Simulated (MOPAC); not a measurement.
Input file for MOPAC: AM1 on BrFGe (SMILES [F][Ge][Br]), a point of a bond scan (R = 4.142 Å).

```
AM1 1SCF PRECISE CHARGE=0 THREADS=1
BrFGe

Ge     0.54012837 1    -0.45604254 1     0.81246222 1
F      1.49051706 1    -1.32798058 1    -0.38782963 1
Br    -1.94003433 1     1.66929125 1    -1.73476290 1
```

Program output:

```
*******************************************************************************
 **                                                                           **
 **                              MOPAC v23.2.5                                **
 **                                                                           **
 *******************************************************************************
 ** MOPAC's Digital Object Identifier: https://doi.org/10.5281/zenodo.6511958 **
 **                                                                           **
 ** Please cite the open-source release paper for use of this MOPAC version:  **
 ** J. E. Moussa and J. J. P. Stewart (2026)                                  **
 ** MOPAC: An open-source semiempirical molecular orbital program             **
 ** J. Open Source Softw., 11(119), 8025, https://doi.org/10.21105/joss.08025 **
 *******************************************************************************

                              AM1 CALCULATION RESULTS

 *******************************************************************************
 *  AM1        - The AM1 Hamiltonian to be used
 *
 *
 *
 *                 CHARGE ON SYSTEM = 0
 *
 *
 *
 *  PRECISE    - TIGHTER CRITERIA TO BE USED
 *  1SCF       - DO 1 SCF AND THEN STOP
 *  THREADS=1  - MULTI-THREADING NOT USED
 *  T=         - A TIME OF 172800.0 SECONDS REQUESTED
 *  DUMP=N     - RESTART FILE WRITTEN EVERY 7200.0 SECONDS REQUESTED
 *******************************************************************************
AM1 1SCF PRECISE CHARGE=0 THREADS=1
 BrFGe

   ATOM   CHEMICAL          X               Y               Z
  NUMBER   SYMBOL      (ANGSTROMS)     (ANGSTROMS)     (ANGSTROMS)

     1      Ge          0.54012837  *  -0.45604254  *   0.81246222  *
     2       F          1.49051706  *  -1.32798058  *  -0.38782963  *
     3      Br         -1.94003433  *   1.66929125  *  -1.73476290  *



          CARTESIAN COORDINATES

    NO.       ATOM           X           Y           Z

     1        Ge          0.5401     -0.4560      0.8125
     2         F          1.4905     -1.3280     -0.3878
     3        Br         -1.9400      1.6693     -1.7348

  F: (AM1): M.J.S. DEWAR AND E. G. ZOEBISCH, THEOCHEM, 180, 1 (1988).
 Ge: (AM1): M.J.S.Dewar and C.Jie, Organometallics, 8, 1544, (1989)
 Br: (AM1): M.J.S. DEWAR AND E. G. ZOEBISCH, THEOCHEM, 180, 1 (1988).

           Empirical Formula: Ge F Br  =     3 atoms



      MOLECULAR POINT GROUP   :   Cs


      RHF CALCULATION, NO. OF DOUBLY OCCUPIED LEVELS = 9


 -------------------------------------------------------------------------------
 AM1 1SCF PRECISE CHARGE=0 THREADS=1
 BrFGe



     1SCF WAS SPECIFIED, SO BFGS WAS NOT USED
     SCF FIELD WAS ACHIEVED


                              AM1 CALCULATION
                                                       MOPAC v23.2.5 Linux




          FINAL HEAT OF FORMATION =         38.07343 KCAL/MOL =     159.29924 KJ/MOL


          COSMO AREA              =        129.18 SQUARE ANGSTROMS
          COSMO VOLUME            =        114.56 CUBIC ANGSTROMS

          IONIZATION POTENTIAL    =          7.320352 EV
          HOMO LUMO ENERGIES (EV) =         -7.320 -3.205
          NO. OF FILLED LEVELS    =          9
          MOLECULAR WEIGHT        =        171.4924         POINT GROUP:  Cs

          MOLECULAR DIMENSIONS (Angstroms)

            Atom       Atom       Distance
           Br     3    F     2     4.75043
            F     2   Ge     1     1.51695
            F     2   Br     3     0.00000


          SCF CALCULATIONS        =          1





   ATOM   CHEMICAL          X               Y               Z
  NUMBER   SYMBOL      (ANGSTROMS)     (ANGSTROMS)     (ANGSTROMS)

     1      Ge          0.54012837  *  -0.45604254  *   0.81246222  *
     2       F          1.49051706  *  -1.32798058  *  -0.38782963  *
     3      Br         -1.94003433  *   1.66929125  *  -1.73476290  *

                             CARTESIAN COORDINATES

   1   Ge        0.540128370    -0.456042540     0.812462220
   2    F        1.490517060    -1.327980580    -0.387829630
   3   Br       -1.940034330     1.669291250    -1.734762900


           Empirical Formula: Ge F Br  =     3 atoms



      MOLECULAR POINT GROUP   :   Cs


                  EIGENVALUES
 -48.09554 -25.57448 -16.80082 -15.84337 -15.78760 -11.77761  -7.92815  -7.91897
  -7.32035  -3.20537  -2.98965   0.31488


              NET ATOMIC CHARGES AND DIPOLE CONTRIBUTIONS

  ATOM NO.   TYPE          CHARGE      No. of ELECS.   s-Pop       p-Pop
    1         Ge           1.075897        2.9241     1.77148     1.15262
    2          F          -0.443363        7.4434     1.92310     5.52026
    3         Br          -0.632534        7.6325     1.99989     5.63265
 DIPOLE           X         Y         Z       TOTAL
 POINT-CHG.     5.511    -4.600    10.295    12.551
 HYBRID         0.782    -0.773    -3.038     3.230
 SUM            6.294    -5.373     7.257    11.007


          ATOMIC ORBITAL ELECTRON POPULATIONS

     Atom    s        px        py        pz
    1 Ge   1.77148   0.27549   0.23899   0.63814
    2  F   1.92310   1.84997   1.85668   1.81362
    3 Br   1.99989   1.86695   1.90171   1.86398

 **********************
 *                    *
 * JOB ENDED NORMALLY *
 *                    *
 **********************




 == MOPAC DONE ==
```

The run finished.

Cost: around 0.03 core-seconds (rough).
